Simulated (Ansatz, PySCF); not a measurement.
Reaction (SMILES): C=CN1[SiH2]N[SiH2]1 + C (CH4) + 3 N (NH3) + 2 [SiH4] (SiH4) -> C=C (C2H4) [ethene] + CN (CH5N) [methanamine] + 4 N[SiH3]
Structures are relaxed separately at B3LYP-D3(BJ)/def2-TZVP in Ansatz (an electronic-structure program), one conformer each, not searched for the lowest. Frequencies are from Ansatz or PySCF.

Wanted: bond separation energy (0 K, with B3LYP-D3(BJ) harmonic zero-point energies), in kcal/mol. Correlated levels leave the core frozen unless marked. No spin-orbit coupling. No relativistic terms. CBS(X,Y): correlation extrapolated as X^-3; Hartree-Fock from the larger set. [CCSD(T)-MP2]/basis is that difference in the basis named.

RI-MP2/CBS(aug-cc-pV(T+d)Z,aug-cc-pV(Q+d)Z)+[CCSD(T)-MP2]/aug-cc-pV(T+d)Z (Ansatz) gives 9.1 kcal/mol.

Question: Another calculation gave 9.2 kcal/mol. Which level was it?
A) B97M-V/def2-TZVPD (Ansatz)
B) CAM-B3LYP/def2-TZVPD (Ansatz)
C) r2SCAN0/def2-TZVPD (Ansatz)

Answer: C, r2SCAN0/def2-TZVPD (Ansatz). The others give 5.6 (CAM-B3LYP), 12.1 (B97M-V) kcal/mol.
